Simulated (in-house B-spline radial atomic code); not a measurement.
A run on neutral chromium that did not converge. Method: non-relativistic wB97X, spin-polarised, spherical fractional occupations, point nucleus; computed with an all-electron radial atomic-structure program (B-spline basis).

Command:
```bash
python run_scf.py task.json out
```
Settings:
```
Z                24
configuration    [Ar] 3d5 4s0.125 4f0.875
hamiltonian      nr
method           wb97x
spin_polarised   True
```

First and last ten iterations of the last attempt (damped for 15 steps, keeping 80 % of the old Fock matrix, then DIIS):
```
 iter        energy (Eh)    residual
    1       -1034.211395    3.38e-01
    2       -1037.674686    4.24e-01
    3       -1040.785842    2.92e-01
    4       -1042.483790    1.95e-01
    5       -1043.383406    1.26e-01
    6       -1043.843408    8.28e-02
    7       -1044.061306    5.95e-02
    8       -1044.151765    4.20e-02
    9       -1044.193812    2.90e-02
   10       -1044.213654    2.13e-02
  111       -1044.235881    1.36e-03
  112       -1044.235723    1.39e-03
  113       -1044.236022    1.25e-03
  114       -1044.236086    1.29e-03
  115       -1044.236193    1.07e-03
  116       -1044.236086    1.37e-03
  117       -1044.236056    1.12e-03
  118       -1044.236094    7.84e-04
  119       -1044.235288    8.94e-04
  120       -1044.235726    6.34e-04
 not converged after 120 iterations
```

The smallest residual met was 6.0e-04; the threshold is about 2e-07. No energy from this run should be used. Cost of the run: 6.1 s on 1 thread of Intel(R) Xeon(R) 6975P-C, on a shared host.
